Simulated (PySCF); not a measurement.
# 31P chemical shifts

Theoretical values (PySCF 2.14.0 with density-fitted response routines): GFN2-xTB geometry, PBE0/pcSseg-1 with gauge-including orbitals. Non-relativistic Hamiltonian, no solvent, one computed conformer, rapidly exchanging positions averaged.

Shieldings were converted by a linear fit to measured shifts: 31P (scatter 18.1 ppm rms vs H3PO4, solution or neat liquid). Occasional misses reach two or three times the rms, and more in compound classes unlike the fitted ones.

(1) Give the 31P shifts of `N#C[C@@H]1CC[C@@H]1N[SiH2]P`, `CP(C)C/P=C\C(F)(F)F`, `CC(C)C/P=P\C(F)(F)F`, `CN(C)c1ccpc(Cl)p1`.

(2) Order these by 31P shift, lowest first.
A. Cc1nn([SiH](C)C)cp1
B. C/C=C(/C#N)CN[SiH2]P
C. CNP1(=N[SiH3])C=CC=C1
D. C=PN([SiH3])[SiH3]
E. Cc1cc(Cl)cpc1C

Results:

(1) 
```csv
compound,environment,δ (ppm)
N#C[C@@H]1CC[C@@H]1N[SiH2]P,"phosphorus bonded to Si, 2 H",-251.9
[CH3:1][P:2]([CH3:3])[CH2:4]/[P:5]=[CH:6]\[C:7]([F:8])([F:9])[F:10],P5: phosphorus bonded to 2 C,313.3
[CH3:1][P:2]([CH3:3])[CH2:4]/[P:5]=[CH:6]\[C:7]([F:8])([F:9])[F:10],P2: phosphorus bonded to 3 C,-25.7
[CH3:1][CH:2]([CH3:3])[CH2:4]/[P:5]=[P:6]\[C:7]([F:8])([F:9])[F:10],"P5: phosphorus bonded to C, P",545.7
[CH3:1][CH:2]([CH3:3])[CH2:4]/[P:5]=[P:6]\[C:7]([F:8])([F:9])[F:10],"P6: phosphorus bonded to C, P",440.0
[CH3:1][N:2]([CH3:3])[c:4]1[cH:5][cH:6][p:7][c:8]([Cl:9])[p:10]1,"P7: phosphorus bonded to 2 C, in a 6-membered ring",162.6
[CH3:1][N:2]([CH3:3])[c:4]1[cH:5][cH:6][p:7][c:8]([Cl:9])[p:10]1,"P10: phosphorus bonded to 2 C, in a 6-membered ring",156.6
```

(2) B (-246.8 ppm, phosphorus bonded to Si, 2 H), C (29.6 ppm, phosphorus bonded to 2 C, 2 N, in a 5-membered ring), A (95.7 ppm, phosphorus bonded to 2 C, in a 5-membered ring), E (202.6 ppm, phosphorus bonded to 2 C, in a 6-membered ring), D (282.4 ppm, phosphorus bonded to C, N).
